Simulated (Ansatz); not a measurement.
Basis-set extrapolation for B$_{2}$F$_{3}$H (`FBB(F)F`) (PBE0-D4/def2-TZVP geometry, frozen core, Ansatz 0.2.0). Multiplicity 1, RHF reference.

|  | def2-TZVPP | def2-QZVPP |
| --- | --- | --- |
| HF | -348.583459 | -348.599093 |
| MP2 correlation | -0.925720 | -1.010972 |
| CCSD(T) correlation | -0.968436 | not run |

Energies in hartree. Use E(X) = E(∞) + A·exp(−7.88·√X) for Hartree–Fock and E(X) = E(∞) + B·X^(−2.97) for correlation, with X = 3 and 4, and add CCSD(T) minus MP2 of the smaller set to the MP2 limit.

Question: What is the CCSD(T) energy at the basis-set limit?

Answer: HF limit: -348.599093 + (-0.015634) × 0.13774 = -348.60125. MP2 limit: -1.010972 + (-0.085252) × 0.74074 = -1.07412. Higher-order term: -0.968436 − (-0.925720) = -0.04272. Total: -349.71809 hartree, 104.3 kcal/mol below CCSD(T)/def2-TZVPP.
